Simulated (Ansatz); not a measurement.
`C[Se][SiH](F)Cl`. Total charge 0; spin multiplicity 1. The geometry is a stationary point of PBE0-D4/def2-TZVP. It is one conformer, not always the lowest.

```xyz
9

C    -1.520   -0.287    0.402
Se   -0.551   -0.494   -1.290
Si    1.434    0.141   -0.462
F     2.463    0.144   -1.671
Cl    1.367    2.019    0.341
H    -2.537   -0.619    0.203
H    -1.080   -0.913    1.175
H    -1.523    0.758    0.703
H     1.948   -0.749    0.598
```

Q: What is the dipole moment at B3LYP/def2-TZVPP? (An estimate is asked.)

A: The calculation gave: 2.42 D, with components (-1.61, -0.78, 1.63) D in this frame, pointing from negative to positive charge.

Q: And with PBE, r2SCAN, ωB97M-V? (Estimate.)

A: Ansatz gave: PBE 2.34 D, r2SCAN 2.44 D, ωB97M-V 2.38 D.

Q: Give the Mulliken charges with B3LYP, ωB97M-V, PBE in def2-TZVPP. (An estimate is asked.)

A: Computed: 
| atom | B3LYP | ωB97M-V | PBE |
| --- | --- | --- | --- |
| C1 | -0.37 | -0.43 | -0.35 |
| Se2 | -0.08 | -0.07 | -0.08 |
| Si3 | 0.62 | 0.53 | 0.53 |
| F4 | -0.30 | -0.29 | -0.25 |
| Cl5 | -0.23 | -0.19 | -0.20 |
| H6 | 0.14 | 0.15 | 0.14 |
| H7 | 0.14 | 0.16 | 0.14 |
| H8 | 0.15 | 0.16 | 0.14 |
| H9 | -0.07 | -0.03 | -0.07 |

B3LYP here is the variant with VWN-RPA as its local correlation; programs differ in this.
